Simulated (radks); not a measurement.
Q: Species: Sb. Configuration: [Kr] 4d10 5s2 5p3. Calculated with a radial shooting solver on a logarithmic mesh with Libxc functionals: Dirac Kohn-Sham, PBE, spin-unpolarised, spherical densities, finite nucleus; open shells are shared between the two j in proportion to 2j + 1; Fermi nuclear charge, rms radius 4.6802 fm. Some entries of the table are withheld. Estimate them.

orbital,occ.,eigenvalue (eV),<r> (bohr)
1s1/2,2,-30282.99,0.02842
2s1/2,2,-4606.795,0.1222
2p1/2,2,-4309.910,0.1033
2p3/2,4,-4058.098,0.1087
3s1/2,2,-903.2155,0.3303
3p1/2,2,-781.8479,0.3208
3p3/2,4,-735.3833,0.3321
3d3/2,4,(1),0.3033
3d5/2,6,(2),0.3069
4s1/2,2,-148.6961,0.7909
4p1/2,2,-107.6578,0.8325
4p3/2,4,-99.0710,0.8617
4d3/2,4,-34.2215,1.023
4d5/2,6,-32.9784,1.036
5s1/2,2,-12.8179,2.227
5p1/2,1,(3),2.824
5p3/2,2,(4),2.966

A: 
(1) 3d3/2 eigenvalue (eV): -521.0748
(2) 3d5/2 eigenvalue (eV): -511.4188
(3) 5p1/2 eigenvalue (eV): -5.2473
(4) 5p3/2 eigenvalue (eV): -4.6396
